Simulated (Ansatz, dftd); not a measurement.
System: C$_{3}$H$_{8}$S, charge 0, singlet. C3H8S (methylsulfanylethane, SMILES CCSC).
B3LYP-D3(BJ)/def2-TZVP minimum from Ansatz (a program for electronic structure):
```
C
H 1 1.0912
H 1 1.0924 2 107.10
C 1 1.5223 2 110.58 3 121.25
H 4 1.0904 1 110.80 2 60.30
H 4 1.0907 5 108.02 1 -122.39
H 4 1.0931 5 108.46 6 -116.27
S 1 1.8210 2 104.32 3 -114.78
C 8 1.8125 1 100.55 2 169.95
H 9 1.0891 8 106.73 1 -175.61
H 9 1.0892 10 108.63 8 120.85
H 9 1.0907 10 108.78 11 119.51
```

Wanted: atomisation energy (electronic, to ground-state atoms), in kcal/mol. Open shells are spin-unrestricted; no spin-orbit coupling. Cores are frozen in correlated methods. Rows without X2C or -DK are non-relativistic. CBS(X,Y): correlation extrapolated as X^-3, Hartree-Fock from the larger set. A bracket is a step between two methods taken in the basis named. The functionals are non-relativistic, so their misses hold any scalar relativity. Double hybrids freeze cores in their MP2 part. 'core' is core correlation in cc-pwCVTZ (1s frozen past Ne), 'X2C' scalar relativity in cc-pVTZ-DK, both at CCSD(T). Where a partner has so few electrons that a lower coupled-cluster level is exact, that level stands in.

```json
[
 {"level": "HF/cc-pV(D+d)Z", "program": "Ansatz", "atomisation energy (kcal/mol)": "783.9", "difference against the last row": "-281.8"},
 {"level": "PBE-D4/def2-TZVPD", "program": "Ansatz + dftd4", "atomisation energy (kcal/mol)": "1079.6", "difference against the last row": "13.9"},
 {"level": "r2SCAN-D3(BJ)/def2-TZVPD", "program": "Ansatz + dftd3", "atomisation energy (kcal/mol)": "1064.2", "difference against the last row": "-1.5"},
 {"level": "r2SCAN/def2-TZVPD", "program": "Ansatz", "atomisation energy (kcal/mol)": "1062.7", "difference against the last row": "-3.0"},
 {"level": "PBE0-D3(BJ)/def2-TZVPD", "program": "Ansatz + dftd3", "atomisation energy (kcal/mol)": "1068.3", "difference against the last row": "2.6"},
 {"level": "wB97X-V/def2-TZVPD", "program": "Ansatz", "atomisation energy (kcal/mol)": "1064.2", "difference against the last row": "-1.5"},
 {"level": "wB97M-V/def2-TZVPD", "program": "Ansatz", "atomisation energy (kcal/mol)": "1065.0", "difference against the last row": "-0.7"},
 {"level": "B2PLYP-D4/def2-TZVPD", "program": "Ansatz + dftd4", "atomisation energy (kcal/mol)": "1050.8", "difference against the last row": "-14.9"},
 {"level": "CCSD/cc-pV(D+d)Z", "program": "Ansatz", "atomisation energy (kcal/mol)": "979.1", "difference against the last row": "-86.6"},
 {"level": "CCSD(T)/cc-pV(D+d)Z", "program": "Ansatz", "atomisation energy (kcal/mol)": "988.3", "difference against the last row": "-77.4"},
 {"level": "CCSD(T)/CBS(cc-pV(T+d)Z,cc-pV(Q+d)Z) + core + X2C", "program": "Ansatz", "atomisation energy (kcal/mol)": "1065.2", "difference against the last row": "-0.5"},
 {"level": "CCSDT(Q)/cc-pV(D+d)Z", "program": "Ansatz", "atomisation energy (kcal/mol)": "988.9", "difference against the last row": "-76.8"},
 {"level": "CCSD(T)/CBS(cc-pV(T+d)Z,cc-pV(Q+d)Z) + [CCSDT(Q) - CCSD(T)]/cc-pV(D+d)Z + core + X2C", "program": "Ansatz", "atomisation energy (kcal/mol)": "1065.7", "difference against the last row": "0.0"}
]
```
